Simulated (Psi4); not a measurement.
IRb, triplet, at the geometry of the source list (a higher spin typed on purpose: for a closed-shell molecule this is an excited state) (core potentials on I, Rb), with bond 1-2 at 2.2 times its length; HF/def2-SVP run with Psi4.

The Psi4 input:
```
memory 2 GB

molecule {
0 3
  Rb   -3.70464000   -2.63160000   -3.15622000
  I     1.08960000    0.77400000    0.92830000
}

set basis def2-svp
set reference uhf
set stability_analysis check
set scf_type pk

energy('scf')
print_variables()
```

The log (banner, timings and long lists left out):

```
   => Loading Basis Set <=

    Name: DEF2-SVP
    Role: ORBITAL
    Keyword: BASIS

    !!!  WARNING: ECP capability is in beta. Please check occupations closely.  !!!

         ---------------------------------------------------------
                                   SCF
               by Justin Turney, Rob Parrish, Andy Simmonett
                          and Daniel G. A. Smith
                              UHF Reference
         ---------------------------------------------------------

  ==> Geometry <==

    Molecular point group: c2v
    Full point group: C_inf_v

    Geometry (in Angstrom), charge = 0, multiplicity = 3:

       Center              X                  Y                   Z               Mass
    ------------   -----------------  -----------------  -----------------  -----------------
         RB           0.000000000000    -0.000000000000    -4.289759932036    84.911789737900
         I            0.000000000000     0.000000000000     2.870278627078   126.904471900000

  Running in c2v symmetry.

  Rotational constants: A = ************  B =      0.00646  C =      0.00646 [cm^-1]
  Rotational constants: A = ************  B =    193.77639  C =    193.77639 [MHz]
  Nuclear repulsion =   16.629082569561266

  Charge       = 0
  Multiplicity = 3
  Electrons    = 34
  Nalpha       = 18
  Nbeta        = 16

  ==> Algorithm <==

  SCF Algorithm Type is PK.
  DIIS enabled.
  MOM disabled.
  Fractional occupation disabled.
  Guess Type is SAD.
  Energy threshold   = 1.00e-06
  Density threshold  = 1.00e-06
  Integral threshold = 1.00e-12

  ==> Primary Basis <==

  Basis Set: DEF2-SVP
    Blend: DEF2-SVP
    Number of shells: 20
    Number of basis functions: 50
    Number of Cartesian functions: 54
    Spherical Harmonics?: true
    Max angular momentum: 2

  Core potential: DEF2-SVP
    Number of shells: 8
    Number of ECP primitives: 39
    Number of ECP core electrons: 56
    Max angular momentum: 3

  ==> Integral Setup <==

  Using in-core PK algorithm.
   Calculation information:
      Number of atoms:                   2
      Number of AO shells:              20
      Number of primitives:             38
      Number of atomic orbitals:        54
      Number of basis functions:        50

      Integral cutoff                 1.00e-12
      Number of threads:                 1

  Performing in-core PK
  Using 1626900 doubles for integral storage.
  We computed 15292 shell quartets total.
  Whereas there are 22155 unique shell quartets.

  ==> DiskJK: Disk-Based J/K Matrices <==

    J tasked:                  Yes
    K tasked:                  Yes
    wK tasked:                  No
    Schwarz Cutoff:          1E-12

  Minimum eigenvalue in the overlap matrix is 4.1522256373E-02.
  Reciprocal condition number of the overlap matrix is 1.3846310090E-02.
    Using symmetric orthogonalization.

  ==> Pre-Iterations <==

  SCF Guess: Superposition of Atomic Densities via on-the-fly atomic UHF (no occupation information).

   -------------------------
    Irrep   Nso     Nmo
   -------------------------
     A1        24      24
     A2         4       4
     B1        11      11
     B2        11      11
   -------------------------
    Total      50      50
   -------------------------

  ==> Iterations <==

                        Total Energy        Delta E     RMS |[F,P]|

   @UHF iter SAD:  -316.12321499941248   -3.16123e+02   0.00000e+00
   @UHF iter   1:  -320.38333849325028   -4.26012e+00   1.14513e-02 ADIIS/DIIS
   @UHF iter   2:  -320.44876013464892   -6.54216e-02   3.57269e-03 ADIIS/DIIS
   @UHF iter   3:  -320.45168284236070   -2.92271e-03   4.00564e-04 ADIIS/DIIS
   @UHF iter   4:  -320.45188180832059   -1.98966e-04   1.07089e-04 ADIIS/DIIS
   @UHF iter   5:  -320.45191937490512   -3.75666e-05   3.02965e-05 DIIS
   @UHF iter   6:  -320.45192529825943   -5.92335e-06   8.10962e-06 DIIS
   @UHF iter   7:  -320.45192572309969   -4.24840e-07   2.36654e-06 DIIS
   @UHF iter   8:  -320.45192575743010   -3.43304e-08   8.79563e-07 DIIS
  Energy and wave function converged.

    Wavefunction stable under totally symmetric rotations.
    Lowest totally symmetric eigenvalue: 0.046461
    Lowest UHF->UHF stability eigenvalues:
      B1 -0.000136       B2 -0.000136       A1 0.046461        A2 0.090162

    Stability analysis over.

  ==> Post-Iterations <==

   @Spin Contamination Metric:   6.077161458E-03
   @S^2 Expected:                2.000000000E+00
   @S^2 Observed:                2.006077161E+00
   @S   Expected:                1.000000000E+00
   @S   Observed:                1.000000000E+00

    Orbital Energies [Eh]
    ---------------------

    Alpha Occupied:

[...]
    Alpha Virtual:

[...]
    Beta Occupied:

[...]
       4B1    -0.378110

    Beta Virtual:

[...]
      24A1    56.332755

    Final Occupation by Irrep:
             A1    A2    B1    B2
    DOCC [     7,    1,    4,    4 ]
    SOCC [     2,    0,    0,    0 ]
    NA   [     9,    1,    4,    4 ]
    NB   [     7,    1,    4,    4 ]

  @UHF Final Energy:  -320.45192575743010

   => Energetics <=

    Nuclear Repulsion Energy =             16.6290825695612661
    One-Electron Energy =                -590.1076437908038770
    Two-Electron Energy =                 253.0266354638124255
    Total Energy =                       -320.4519257574301037

  UHF NO Occupations:
  HONO-2 :    7 A1 1.9972038
  HONO-1 :    8 A1 1.0000000
  HONO-0 :    9 A1 1.0000000
  LUNO+0 :   10 A1 0.0027962
  LUNO+1 :   11 A1 0.0000509
  LUNO+2 :    5 B1 0.0000496
  LUNO+3 :    5 B2 0.0000496

Computation Completed

Properties will be evaluated at   0.000000,   0.000000,   0.000000 [a0]

Properties computed using the SCF density matrix

 Multipole Moments:

 ------------------------------------------------------------------------------------
     Multipole            Electronic (a.u.)      Nuclear  (a.u.)        Total (a.u.)
 ------------------------------------------------------------------------------------

 L = 1.  Multiply by 2.5417464519 to convert [e a0] to [Debye]
 Dipole X            :          0.0000000            0.0000000            0.0000000
 Dipole Y            :          0.0000000            0.0000000            0.0000000
 Dipole Z            :        -62.7038484           62.6427700           -0.0610784
 Magnitude           :                                                    0.0610784

 ------------------------------------------------------------------------------------

  Variable Map:
  ----------------------------------------------------------------------------
[...]
[...]
```
